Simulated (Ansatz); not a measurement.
`B[SiH](F)OC` and `CO[SiH](F)S` differ in one atom or group.

Ansatz, PBE0-D4/def2-TZVP geometries, multiplicity 1. Each molecule was computed in one conformer, which needn't be the lowest.

| property | `B[SiH](F)OC` |
| --- | --- |
| HOMO–LUMO gap (ωB97M-V/def2-TZVPP) / eV | 9.94 |
| size of the dipole moment (ωB97M-V/def2-TZVPP) / D | 1.47 |
| ideal-gas entropy at 298 K and 1 bar (rigid rotor, harmonic PBE0-D4/def2-TZVP) / J/(mol·K) | 365 |
| LUMO energy (ωB97M-V/def2-TZVPP) / eV | -0.59 |
| size of the dipole moment (B3LYP/def2-TZVPP) / D | 1.49 |
| LUMO energy (PBE/def2-TZVPP) / eV | -3.63 |

**Question.** Give the same properties after the change, and the shifts. (Best estimate.)

**Answer.** The calculation gave: 
```json
{"property": "HOMO–LUMO gap (ωB97M-V/def2-TZVPP) / eV", "`CO[SiH](F)S`": "12.24", "shift": "2.30"}
{"property": "size of the dipole moment (ωB97M-V/def2-TZVPP) / D", "`CO[SiH](F)S`": "1.77", "shift": "0.30"}
{"property": "ideal-gas entropy at 298 K and 1 bar (rigid rotor, harmonic PBE0-D4/def2-TZVP) / J/(mol·K)", "`CO[SiH](F)S`": "367", "shift": "2"}
{"property": "LUMO energy (ωB97M-V/def2-TZVPP) / eV", "`CO[SiH](F)S`": "2.16", "shift": "2.75"}
{"property": "size of the dipole moment (B3LYP/def2-TZVPP) / D", "`CO[SiH](F)S`": "1.76", "shift": "0.27"}
{"property": "LUMO energy (PBE/def2-TZVPP) / eV", "`CO[SiH](F)S`": "-0.69", "shift": "2.94"}
```

With PBE0 the HOMO rises by 0.47 eV and the LUMO rises by 2.86 eV, so the gap widens by about 2.39 eV. PBE moves the HOMO by 0.40 eV and ωB97M-V by 0.45 eV. The zero-point energy changes by -26.8 kJ/mol with -3 modes. Dipoles are sizes alone; their direction can turn.

B3LYP here is the variant with VWN-RPA as its local correlation; programs differ in this.
